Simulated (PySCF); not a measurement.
In(Br)(OH)(NH2) (BrH3InNO), SMILES [NH2][In]([OH])[Br].

The structure is a stationary point at B3LYP-D3(BJ)/def2-SVP. The structure was generated by enumeration; whether it is a known compound was not checked. The def2 effective core potentials stand for the cores of In; spin–orbit coupling is left out. One conformer was computed; it need not be the lowest.

Two levels are set side by side: TDA-PBE/def2-SVPD (PySCF) and TDA-CAM-B3LYP/def2-SVPD (PySCF). Vertical, same geometry. The lowest singlet is HOMO→LUMO 91 % with PBE and HOMO→LUMO 87 % with the other functional; states are paired by order. Differences are taken from unrounded values.

```tsv
quantity	TDA-CAM-B3LYP
lowest singlet excitation (eV)	4.83
lowest triplet excitation (TDA) (eV)	4.07
first bright state (f over 0.05) (eV)	5.80
its oscillator strength	0.07
```

Task: What does TDA-PBE give, and how far is it from TDA-CAM-B3LYP? (Estimate from the structure and the level; the computed values follow.)

Result: 
| quantity | TDA-PBE | TDA-PBE minus TDA-CAM-B3LYP |
|---|---|---|
| lowest singlet excitation (eV) | 3.90 | -0.94 |
| lowest triplet excitation (TDA) (eV) | 3.29 | -0.78 |
| first bright state (f over 0.05) (eV) | 6.02 | 0.23 |
| its oscillator strength | 0.09 | 0.03 |

Functionals without exact exchange tend to place singlet excitations lower, as here. Differences between two approximate levels are no errors against the true value.

Rough cost on one machine, each run with all the roots and properties that it gave: TDA-CAM-B3LYP against TDA-PBE about 5 times.
